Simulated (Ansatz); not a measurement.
Reaction (redistribution): `O[Si](O)(Cl)[SiH](Cl)Cl` + `Cl[SiH2][NH][GeH3]` → `Cl[SiH](Cl)[GeH3]` + `O[Si](O)(Cl)N[SiH2]Cl`

Computed with Ansatz on PBE0-D4/def2-TZVP structures; ΔE is electronic, products minus reactants. CCSD(T)/CBS adds triple-zeta CCSD(T) − MP2 to the extrapolated MP2 energy (def2 sets, frozen cores). Functionals use def2-TZVPP. B3LYP here is the variant with VWN-RPA as its local correlation; programs differ in this. For Ge outer-core shells are correlated without core-valence functions, which leaves a few kJ/mol of doubt a bond. Scalar relativity is left out up to krypton. Each species was taken in one conformer, which may not be the lowest.

```json
{"level": "PBE-D4", "ΔE (kJ/mol)": "-86.8", "difference from CCSD(T)/CBS": "7.3"}
{"level": "r2SCAN-D4", "ΔE (kJ/mol)": "-96.6", "difference from CCSD(T)/CBS": "-2.5"}
{"level": "PBE0-D4", "ΔE (kJ/mol)": "-92.2", "difference from CCSD(T)/CBS": "1.9"}
{"level": "B3LYP-D4", "ΔE (kJ/mol)": "-91.1", "difference from CCSD(T)/CBS": "3.0"}
{"level": "ωB97X-V", "ΔE (kJ/mol)": "-91.0", "difference from CCSD(T)/CBS": "3.1"}
{"level": "ωB97M-V", "ΔE (kJ/mol)": "-98.6", "difference from CCSD(T)/CBS": "-4.5"}
{"level": "B2PLYP", "ΔE (kJ/mol)": "-91.3", "difference from CCSD(T)/CBS": "2.8"}
{"level": "PBE", "ΔE (kJ/mol)": "-86.1", "difference from CCSD(T)/CBS": "8.0"}
{"level": "r2SCAN", "ΔE (kJ/mol)": "-96.6", "difference from CCSD(T)/CBS": "-2.5"}
{"level": "PBE0", "ΔE (kJ/mol)": "-91.8", "difference from CCSD(T)/CBS": "2.3"}
{"level": "B3LYP", "ΔE (kJ/mol)": "-90.0", "difference from CCSD(T)/CBS": "4.1"}
{"level": "HF/def2-TZVPP", "ΔE (kJ/mol)": "-92.3", "difference from CCSD(T)/CBS": "1.8"}
{"level": "MP2/def2-TZVPP", "ΔE (kJ/mol)": "-93.8", "difference from CCSD(T)/CBS": "0.3"}
{"level": "SCS-MP2/def2-TZVPP", "ΔE (kJ/mol)": "-90.0", "difference from CCSD(T)/CBS": "4.1"}
{"level": "CCSD/def2-TZVPP", "ΔE (kJ/mol)": "-93.7", "difference from CCSD(T)/CBS": "0.4"}
{"level": "CCSD(T)/def2-TZVPP", "ΔE (kJ/mol)": "-92.6", "difference from CCSD(T)/CBS": "1.5"}
{"level": "HF/def2-QZVPP", "ΔE (kJ/mol)": "-92.5", "difference from CCSD(T)/CBS": "1.6"}
{"level": "MP2/def2-QZVPP", "ΔE (kJ/mol)": "-94.7", "difference from CCSD(T)/CBS": "-0.6"}
{"level": "SCS-MP2/def2-QZVPP", "ΔE (kJ/mol)": "-90.6", "difference from CCSD(T)/CBS": "3.5"}
{"level": "HF/CBS(def2)", "ΔE (kJ/mol)": "-92.5", "difference from CCSD(T)/CBS": "1.6"}
{"level": "MP2/CBS(def2)", "ΔE (kJ/mol)": "-95.3", "difference from CCSD(T)/CBS": "-1.2"}
{"level": "CCSD/CBS(def2)", "ΔE (kJ/mol)": "-95.3", "difference from CCSD(T)/CBS": "-1.2"}
{"level": "CCSD(T)/CBS", "ΔE (kJ/mol)": "-94.1", "difference from CCSD(T)/CBS": "0"}
```

Largest T1 diagnostic among the species: 0.011.

From PBE to PBE0 (25 % exact exchange), in def2-TZVPP and without D4, ΔE moves by −5.6 kJ/mol.
